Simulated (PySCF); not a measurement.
C₄H₄F₂O₂, SMILES CC1=COC(F)(F)O1.

Geometry optimised at PBE0-D3(BJ)/def2-SVP. The values are those of a single conformer.

Level of theory: CAM-B3LYP/def2-TZVP (PySCF).

Symmetry labels are those of the subgroup Cs that the program uses (full group Cs).

Computed valence orbital energies around the gap with their symmetry:
| orbital | symmetry | energy (eV) |
|---|---|---|
| HOMO−7 | A' | -13.76 |
| HOMO−6 | A" | -13.64 |
| HOMO−5 | A' | -13.31 |
| HOMO−4 | A' | -12.98 |
| HOMO−3 | A" | -12.96 |
| HOMO−2 | A' | -12.70 |
| HOMO−1 | A" | -12.07 |
| HOMO | A" | -8.17 |
| LUMO | A" | 1.51 |
| LUMO+1 | A' | 1.92 |
| LUMO+2 | A' | 2.82 |
| LUMO+3 | A' | 3.17 |
